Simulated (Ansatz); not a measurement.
Born–Oppenheimer molecular dynamics of AlH₅O₂S (9 atoms, charge 0, multiplicity 1). It starts at the highest image of a converged band. Of that band: Beside the main top the profile has a ripple of under 15 meV (maxima at images 3, 5), which may be a very shallow well or noise. A vibrational analysis at the climbing image gives one clearly imaginary mode, 736i cm⁻¹: a first-order saddle point.

The calculation used Ansatz 0.2.0, RKS PBE/def2-SVP.

```
ensemble                      : NVE (velocity Verlet)
time step                     : 0.5 fs
steps asked                   : 200
starting velocities drawn for : 300 K
seed                          : 7710
```

First frame:

```xyz
9
Properties=species:S:1:pos:R:3
Al -0.370 -0.059 0.148
S 1.485 1.226 -0.723
O 0.019 -1.677 -0.321
O -1.897 0.732 0.029
H 1.082 0.952 0.800
H 0.346 0.435 1.614
H 2.229 0.083 -0.739
H -0.512 -2.421 0.003
H -2.382 0.730 -0.811
```

**Question.** How far do the bonds stretch over the last three quarters of this one trajectory? (Pairs bonded in most of those frames.)

**Answer.** 
```
  bond  mean (Å)  spread (Å)  shortest  longest
Al1–O3     1.736       0.018      1.70     1.75
Al1–O4     1.733       0.021      1.70     1.77
Al1–H6     1.609       0.039      1.54     1.70
 S2–H5     1.377       0.032      1.33     1.44
 S2–H7     1.368       0.039      1.31     1.42
 O3–H8     0.969       0.005      0.96     0.98
 O4–H9     0.974       0.027      0.93     1.01
```

Mean temperature of the second half: 395 K. The conserved energy stayed within 0.23 meV per atom of its start (net change 0.1 meV per atom), so the integration is sound. The system heated up, since it started high on the potential surface and ran downhill. A run of 0.1 ps of so small a system gives no equilibrium averages. The orbitals stay closed-shell, which can raise the energy where a bond breaks towards radicals; this wasn't checked here.

Time of the run: 4.9 min on 2 threads of Arm Neoverse V1 (shared host), peak memory 0.12 GiB.
